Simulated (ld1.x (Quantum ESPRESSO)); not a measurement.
# What one change does to a pseudopotential (Ne (Z = 10), RRKJ)

ld1.x (Quantum ESPRESSO) 7.5 input, shortened:

```
&input
   title='Ne', zed=10., rel=1, dft='PZ', iswitch=3,
   config='[He] 2s2 2p6'
 /
 &inputp
   pseudotype=2, tm=.false., rho0=0.005, lloc=1,
   nlcc=.true., new_core_ps=.true., rcore=0.45
 /
2
2S  1  0   2.00   0.00  0.60  0.60  0.0
2P  2  1   6.00   0.00  1.00  1.00  0.0
 &test
   configts(1)='2s2 2p6'
 /
```

Change: functional PBE.

Cutoffs: the cutoffs (Ry, on a coarse ladder) from which the occupation-weighted sum of valence levels, in a spherical-Bessel basis at the reference potential, stays within 10 and 1 mRy of its value at 400 Ry; they do not see the model core or the augmentation charge, which bear on the density cutoff. Errors are all-electron minus pseudo energies relative to the spin-unpolarised reference configuration.

Q: Predict the effect on cutoff, ghosts and configuration errors.

A: The number of tests with a reliable result goes from 8 to 6; of the 6 tests that both files solve, the error grows in 2 and shrinks in 1 by more than 15 % and 0.3 meV (median size 15.9 → 21.9 meV); neither file shows a bound ghost.

| quantity | base | changed |
| --- | --- | --- |
| cutoff, loose | 260 Ry | 260 Ry |
| cutoff, tight | over 300 Ry | over 300 Ry |
| bound ghosts | none | none |
| error for 2s2 2p5, meV [ΔE 22.65 → 22.48 eV] | -10 | -11 |
| error for 2s2 2p4, meV [ΔE 66.06 → 65.74 eV] | -20 | -24 |
| error for 2s2 2p3, meV [ΔE 133.58 → 133.17 eV] | +55 | +45 |
| error for 2s2 2p2, meV [ΔE 228.27 → 227.80 eV] | +410 | +393 |
| error for 2s2 2p5.5, meV [ΔE 8.96 → 8.87 eV] | -3.0 | -3.2 |
| error for 2s1 2p6, meV [ΔE 45.56 → 45.88 eV] | -11 | -20 |
| s: phases at 1.09 bohr within 0.05 rad from the reference energy up to (Ry; the scan ends near 5) | to the end of the scan | to the end of the scan |
| p: phases at 1.09 bohr within 0.05 rad from the reference energy up to (Ry; the scan ends near 5) | to the end of the scan | to the end of the scan |
